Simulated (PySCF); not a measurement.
These are PySCF with ωB97X-D3(BJ)/def2-TZVP // PBE0-D3(BJ)/def2-SVP values and carry that method's errors. All species are isolated molecules in the gas phase. Excitations are Tamm–Dancoff values on a coarser integration grid. The basis has no diffuse functions, so Rydberg states are missing or too high.

Reference species (SMILES): `[SiH3]c1c(Cl)ccc2sccc12` (neutral, multiplicity 1).

```yaml
dipole_moment: 1.70 D
T1 excitation (TDA): 3.47 eV
HOMO: -8.68 eV
```

Changed species: `c12c(cc([SiH3])s1)ccc(Cl)c2`.

Q: What does the change do to the dipole moment, T1 excitation (TDA) and HOMO?

A: the dipole moment hardly moves; the T1 excitation (TDA) drops by 0.11 eV, to 3.36 eV; the HOMO goes up by 0.04 eV, to -8.64 eV.
